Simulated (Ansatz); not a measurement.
Molecule: trihydroxy(propyl)silane, C3H10O3Si, charge 0, multiplicity 1. 
Geometry from a B3LYP-D3(BJ)/def2-TZVP (Ansatz, a first-principles code) optimisation:
SMILES: C([Si](O)(O)O)CC
```xyz
17

C     -3.1759    -0.9696     0.2614
C     -1.6675    -1.0150     0.0314
C     -0.9930     0.3533     0.2058
Si     0.8463     0.3475    -0.0398
O      1.5187     1.8359     0.1403
O      1.4435    -0.6677     1.1060
O      1.2773    -0.1079    -1.5696
H     -3.4036    -0.6286     1.2740
H     -3.6316    -1.9531     0.1286
H     -3.6573    -0.2793    -0.4355
H     -1.2143    -1.7329     0.7201
H     -1.4727    -1.3939    -0.9778
H     -1.4289     1.0753    -0.4930
H     -1.1984     0.7411     1.2091
H      1.8260     2.2706    -0.6591
H      2.3936    -0.6685     1.2495
H      1.0410    -0.9905    -1.8638
```

Quantity: vertical ionisation energy (to the doublet state of charge +1; each state is the SCF solution reached for its spin), in eV. Valence correlation only, unless marked. Open shells are spin-unrestricted. Spin-orbit coupling is left out. Non-relativistic. 

```json
[
 {"level": "HF/aug-cc-pV(D+d)Z", "program": "Ansatz", "vertical ionisation energy (eV)": "10.09"},
 {"level": "HF/aug-cc-pV(T+d)Z", "program": "Ansatz", "vertical ionisation energy (eV)": "10.04"},
 {"level": "PBE/def2-TZVPD", "program": "Ansatz", "vertical ionisation energy (eV)": "9.62"},
 {"level": "r2SCAN/def2-TZVPD", "program": "Ansatz", "vertical ionisation energy (eV)": "9.82"},
 {"level": "B3LYP/def2-TZVPD", "program": "Ansatz", "vertical ionisation energy (eV)": "10.14"},
 {"level": "PBE0/def2-TZVPD", "program": "Ansatz", "vertical ionisation energy (eV)": "10.15"},
 {"level": "BHLYP/def2-TZVPD", "program": "Ansatz", "vertical ionisation energy (eV)": "10.50"},
 {"level": "wB97X-V/def2-TZVPD", "program": "Ansatz", "vertical ionisation energy (eV)": "10.51"},
 {"level": "B2PLYP/def2-TZVPD", "program": "Ansatz", "vertical ionisation energy (eV)": "10.32"},
 {"level": "MP2/aug-cc-pV(D+d)Z", "program": "Ansatz", "vertical ionisation energy (eV)": "10.67"},
 {"level": "RI-MP2/aug-cc-pV(T+d)Z", "program": "Ansatz", "vertical ionisation energy (eV)": "10.79"},
 {"level": "SCS-MP2/aug-cc-pV(D+d)Z", "program": "Ansatz", "vertical ionisation energy (eV)": "10.69"},
 {"level": "CCSD/aug-cc-pV(D+d)Z", "program": "Ansatz", "vertical ionisation energy (eV)": "10.60"},
 {"level": "CCSD(T)/aug-cc-pV(D+d)Z", "program": "Ansatz", "vertical ionisation energy (eV)": "10.53"}
]
```
